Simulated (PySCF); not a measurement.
**Working out the excitation energy of Cs**

Cs [Xe] 6s1 (2S) → Cs [Xe] 6p1 (2P). All numbers are calculated (PySCF 2.14, a scalar-relativistic core potential, in def2-TZVPPD with the def2 core potential (46 electrons) (5s4p3d1f, 39 functions)). Frozen: nothing. Energies in hartree (1 hartree = 27.21139 eV):

| part | Cs (lower) | Cs (upper) |
| --- | --- | --- |
| UHF | -19.855210 | -19.810961 |
| CCSD correlation | -0.154656 | -0.148095 |
| (T) | -0.004369 | -0.003938 |

Task: What does Hartree-Fock give?

Result: (-19.810961) − (-19.855210) = 0.044249 hartree = 1.204 eV.

Task: What do CCSD and CCSD(T) give?

Result: The CCSD correlation energies differ by 0.006561 hartree = 0.179 eV and the triples by 0.000431 hartree = 0.012 eV, so CCSD gives 1.383 eV and CCSD(T) 1.395 eV.

Measured between the centres of the two terms (NIST): 1.432 eV, so CCSD(T) (valence and next inner shell) is off by -0.037 eV.

What remains against the reference includes basis incompleteness and higher excitations.
